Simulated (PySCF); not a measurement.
## Telling isomers of C7H6F2O apart by NMR

PySCF 2.14.0 with density-fitted response routines calculation with geometry from GFN2-xTB and NMR shieldings at PBE0/pcSseg-1/GIAO; single conformer, no relativistic terms, no solvent, rapidly exchanging positions averaged.

References, each an isolated molecule treated in the same way: $^{1}$H (σ = 31.72 ppm) and $^{13}$C (σ = 186.93 ppm) against TMS. Splittings of carbon signals by F and P are missing where no couplings were computed. Where no couplings were computed, multiplicities follow the n + 1 count of equivalent neighbours, and m marks all less simple cases (inequivalent or close neighbours, rings, F or P nearby). Shifts are as computed. Against solution values, carbons near 30 ppm lie about +3 ppm off and those near 130 ppm about +5 ppm. Of 1211 compounds with measured shifts, 218 miss one by over three times the rms of a fit or turn the order of signals round; such compounds aren't used in these exercises. OH and NH positions are gas-phase values without hydrogen bonding to other molecules.

(1) Tabulate the signals of `Cc1cc(F)c(O)cc1F`, `Oc1cccc(C(F)F)c1`, `Oc1ccc(C(F)F)cc1`, `COc1cccc(F)c1F`, `FC(F)Oc1ccccc1` and their relative energies.

(2) What is the quickest way to tell Cc1cc(F)c(O)cc1F from Oc1ccc(C(F)F)cc1?

(3) What is the quickest way to tell COc1cccc(F)c1F from FC(F)Oc1ccccc1?

(4) What is the quickest way to tell Oc1cccc(C(F)F)c1 from COc1cccc(F)c1F?

Answers

(1) 
| SMILES | carbon types | δC | δH | E rel. (kcal/mol) |
| --- | --- | --- | --- | --- |
| Cc1cc(F)c(O)cc1F | 4×C 2×CH 1×CH3 | 166.9, 155.3, 150.5, 122.6, 121.7, 109.7, 17.1 | 7.21 (m, 1H), 7.01 (m, 1H), 5.03 (br s, 1H), 2.36 (s, 3H) | 3.9 |
| Oc1cccc(C(F)F)c1 | 2×C 5×CH | 163.8, 143.8, 136.1, 121.8, 121.2, 120.8, 114.4 | 7.70 (m, 1H), 7.29 (m, 1H), 7.26 (d, 1H), 7.03 (m, 1H), 6.92 (m, 1H), 4.50 (br s, 1H) | 0.4 |
| Oc1ccc(C(F)F)cc1 | 2×C 5×CH | 165.5, 134.9, 133.9, 122.4, 118.9 | 7.82 (m, 2H), 7.05 (d, 2H), 6.71 (m, 1H), 4.55 (br s, 1H) | 0.0 |
| COc1cccc(F)c1F | 3×C 3×CH 1×CH3 | 161.9, 157.6, 151.4, 127.7, 115.1, 109.8, 56.3 | 7.23 (m, 1H), 7.03 (m, 1H), 6.61 (m, 1H), 3.99 (s, 3H) | 22.2 |
| FC(F)Oc1ccccc1 | 1×C 6×CH | 160.6, 135.7, 129.5, 123.0, 121.4 | 7.72 (m, 2H), 7.46 (t, 1H), 7.34 (d, 2H), 6.75 (m, 1H) | 1.9 |

Energies are electronic energies at PBE0/pcSseg-1 on these geometries, without zero-point or thermal terms, each for the one conformer computed, which needn't be the lowest.

(2) Count the carbon signals: 7 against 5. The first has a methyl carbon on an aromatic ring (CH3) at 17.1 ppm, the second an aromatic CH at 134.9 ppm. Their most deshielded carbons lie at 166.9 and 165.5 ppm. In the proton spectra the most deshielded non-exchanging signals are 7.21 (m, 1H) and 7.82 (m, 2H).

(3) Count the carbon signals: 7 against 5. The first has a methyl carbon bonded to O (CH3) at 56.3 ppm, the second an aromatic CH at 135.7 ppm. Their most deshielded carbons lie at 161.9 and 160.6 ppm. In the proton spectra the most deshielded non-exchanging signals are 7.23 (m, 1H) and 7.72 (m, 2H).

(4) Both give the same number of carbon signals, but DEPT or the intensities differ. The first has an aromatic CH at 136.1 ppm, the second a methyl carbon bonded to O (CH3) at 56.3 ppm. Their most deshielded carbons lie at 163.8 and 161.9 ppm. In the proton spectra the most deshielded non-exchanging signals are 7.70 (m, 1H) and 7.23 (m, 1H).
